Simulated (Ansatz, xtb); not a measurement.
# F2GaH3O4Si: which of two conformers lies lower

We compare I, `[OH][Ga]([OH])[O][Si](O)(F)F`, a singlet, with II, `[OH][Ga]([OH])[O][Si](O)(F)F`, a singlet. Both are isolated molecules in the gas phase, relaxed with PBE0-D4/def2-SVP.

I (Å):

```json
{"atom": "F", "x (Å)": "-0.4398", "y (Å)": "-0.6150", "z (Å)": "-0.7896"}
{"atom": "F", "x (Å)": "-0.0981", "y (Å)": "0.6499", "z (Å)": "-2.9731"}
{"atom": "Ga", "x (Å)": "-3.4435", "y (Å)": "0.7271", "z (Å)": "-0.7965"}
{"atom": "O", "x (Å)": "-4.9072", "y (Å)": "1.7034", "z (Å)": "-0.8370"}
{"atom": "O", "x (Å)": "-3.3892", "y (Å)": "-0.9786", "z (Å)": "-0.3640"}
{"atom": "O", "x (Å)": "-1.8802", "y (Å)": "1.5402", "z (Å)": "-1.2005"}
{"atom": "O", "x (Å)": "0.7900", "y (Å)": "1.7399", "z (Å)": "-0.7548"}
{"atom": "Si", "x (Å)": "-0.4188", "y (Å)": "0.8782", "z (Å)": "-1.4208"}
{"atom": "H", "x (Å)": "-4.7476", "y (Å)": "2.6098", "z (Å)": "-1.1218"}
{"atom": "H", "x (Å)": "-2.4793", "y (Å)": "-1.3062", "z (Å)": "-0.3845"}
{"atom": "H", "x (Å)": "0.5411", "y (Å)": "2.5080", "z (Å)": "-0.2338"}
```

II (Å):

```yaml
atoms:
  - { symbol: F, position_ang: [-1.6651, -1.9207, 0.3929] }
  - { symbol: F, position_ang: [-1.0982, -0.3886, 2.3535] }
  - { symbol: Ga, position_ang: [-0.0866, 1.7464, 0.0423] }
  - { symbol: O, position_ang: [0.1486, 2.8404, -1.3170] }
  - { symbol: O, position_ang: [0.9785, 1.6228, 1.4474] }
  - { symbol: O, position_ang: [-1.5405, 0.6952, -0.0073] }
  - { symbol: O, position_ang: [-3.5602, -0.3897, 1.4495] }
  - { symbol: Si, position_ang: [-1.9960, -0.4783, 1.0100] }
  - { symbol: H, position_ang: [0.9423, 3.3804, -1.2365] }
  - { symbol: H, position_ang: [0.6389, 0.9814, 2.0866] }
  - { symbol: H, position_ang: [-4.1522, 0.0833, 0.8577] }
```

Task: Estimate which is lower in electronic energy at CCSD(T)/def2-SVP + ΔMP2/def2-TZVPP, and by roughly how much.

Result: CCSD(T)/def2-SVP + ΔMP2/def2-TZVPP gives E(II) − E(I) = −0.43 kcal/mol, slightly favouring structure II, which is too small a margin to settle the true order.

How the difference moves with the method:

```
                             level          geometry  E(II) − E(I) (kcal/mol)  departure from the last row (kcal/mol)  job, with rough time for the two
                  PBE0-D4/def2-SVP  PBE0-D4/def2-SVP                     −0.18                                   +0.24             optimisation, 3.2 min
                       HF/def2-SVP  PBE0-D4/def2-SVP                     −0.60                                   −0.17           part of the CCSD(T) run
                      MP2/def2-SVP  PBE0-D4/def2-SVP                     −0.31                                   +0.12           part of the CCSD(T) run
                  CCSD(T)/def2-SVP  PBE0-D4/def2-SVP                     −0.32                                   +0.10                      single point
CCSD(T)/def2-SVP + ΔMP2/def2-TZVPP  PBE0-D4/def2-SVP                     −0.43                                                     single point, 3.5 min
```

The largest departure from CCSD(T)/def2-SVP + ΔMP2/def2-TZVPP is that of PBE0-D4/def2-SVP, 0.24 kcal/mol. Levels run at GFN2-xTB geometries aren't shown. The last row adds to CCSD(T) the change of the MP2 difference between the two basis sets, here −0.10 kcal/mol.

With thermal terms from frequencies at re-optimised GFN2-xTB minima (ideal gas, soft modes damped towards free rotors, one conformer each, 298.15 K, 1 atm): on the last row, ΔE + ΔZPE = −0.46, ΔH = −0.35, ΔG = −0.79 kcal/mol.

The correlated steps freeze 20 core orbitals; the filled d shell of Ga is correlated, in a basis made for valence electrons. Codes used: Ansatz 0.2.0, xtb 6.7.1; the last row on 2 threads of Arm Neoverse V2 on a shared host.
